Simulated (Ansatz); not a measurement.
Si(vinyl)(NCO)3 (C5H3N3O3Si), relaxed as a singlet with RKS PBE-D4/def2-SVP in Ansatz, starting from the GFN2-xTB geometry. Force threshold 0.03 eV/Å.

Start:

Cartesian coordinates in Å:
```
Si -0.085 -0.417 -0.224
C -0.201 1.458 -0.290
C 0.089 2.262 0.723
H -0.529 1.902 -1.222
H 0.417 1.882 1.677
H 0.009 3.335 0.647
N 1.512 -0.996 0.030
C 2.644 -0.932 0.386
O 3.753 -0.945 0.702
N -0.630 -1.162 -1.664
C -0.849 -1.313 -2.821
O -1.093 -1.523 -3.929
N -1.047 -1.131 1.004
C -1.681 -1.159 2.009
O -2.308 -1.262 2.971
```

```json
{"step": "1", "energy (eV)": "-23689.9448", "largest force component (eV/Å)": "2.966", "SCF passes": "23"}
{"step": "2", "energy (eV)": "-23690.2420", "largest force component (eV/Å)": "0.338", "SCF passes": "22"}
{"step": "3", "energy (eV)": "-23690.2480", "largest force component (eV/Å)": "0.164", "SCF passes": "24"}
{"step": "4", "energy (eV)": "-23690.2550", "largest force component (eV/Å)": "0.170", "SCF passes": "22"}
{"step": "5", "energy (eV)": "-23690.2619", "largest force component (eV/Å)": "0.154", "SCF passes": "21"}
{"step": "6", "energy (eV)": "-23690.2780", "largest force component (eV/Å)": "0.069", "SCF passes": "29"}
{"step": "7 (rejected)", "energy (eV)": "-23690.2717", "largest force component (eV/Å)": "1.053", "SCF passes": "28"}
{"step": "8", "energy (eV)": "-23690.2857", "largest force component (eV/Å)": "0.041", "SCF passes": "20"}
{"step": "9", "energy (eV)": "-23690.2909", "largest force component (eV/Å)": "0.339", "SCF passes": "21"}
{"step": "10", "energy (eV)": "-23690.2956", "largest force component (eV/Å)": "0.362", "SCF passes": "21"}
{"step": "11", "energy (eV)": "-23690.3030", "largest force component (eV/Å)": "0.385", "SCF passes": "20"}
{"step": "12", "energy (eV)": "-23690.3093", "largest force component (eV/Å)": "0.356", "SCF passes": "21"}
{"step": "13", "energy (eV)": "-23690.3252", "largest force component (eV/Å)": "0.121", "SCF passes": "21"}
{"step": "14", "energy (eV)": "-23690.3374", "largest force component (eV/Å)": "0.039", "SCF passes": "20"}
{"step": "15", "energy (eV)": "-23690.3390", "largest force component (eV/Å)": "0.296", "SCF passes": "20"}
{"step": "16", "energy (eV)": "-23690.3427", "largest force component (eV/Å)": "0.190", "SCF passes": "23"}
{"step": "17", "energy (eV)": "-23690.3486", "largest force component (eV/Å)": "0.026", "SCF passes": "21"}
{"step": "18", "energy (eV)": "-23690.3498", "largest force component (eV/Å)": "0.132", "SCF passes": "20"}
{"step": "19", "energy (eV)": "-23690.3505", "largest force component (eV/Å)": "0.109", "SCF passes": "23"}
{"step": "20", "energy (eV)": "-23690.3513", "largest force component (eV/Å)": "0.006", "SCF passes": "23"}
{"step": "21", "energy (eV)": "-23690.3517", "largest force component (eV/Å)": "0.024", "SCF passes": "22"}
```

Force components are those of the run's own axes.

End:

```
atom    x (Å)    y (Å)    z (Å)
 Si1   0.1159  -0.2111  -0.1655
  C2   0.1776   1.6367  -0.2534
  C3  -0.4446   2.4391   0.6334
  H4   0.7586   2.0930  -1.0757
  H5  -1.0361   2.0277   1.4692
  H6  -0.3922   3.5391   0.5638
  N7   1.6884  -0.8772   0.0291
  C8   2.8240  -1.2567   0.2057
  O9   3.9300  -1.6335   0.3724
 N10  -0.5382  -0.8797  -1.6074
 C11  -1.0384  -1.3371  -2.6098
 O12  -1.5219  -1.7813  -3.5905
 N13  -0.8596  -0.6969   1.1653
 C14  -1.5111  -1.2677   2.0125
 O15  -2.1522  -1.7945   2.8509
```

By distances, no bond broke or formed. The bond that changes most is Si1–C2, from 1.88 to 1.85 Å (atoms count from 1).

The force fell under the threshold at step 17, but the optimiser went on and released 0.003 eV more. No frequencies were taken in this run, so the end may be a saddle point.

Run time 35 s (2 threads of AMD EPYC 7R13 on a shared host and a share (18 GiB) of an NVIDIA H100 80GB HBM3), peak host memory 0.84 GiB.
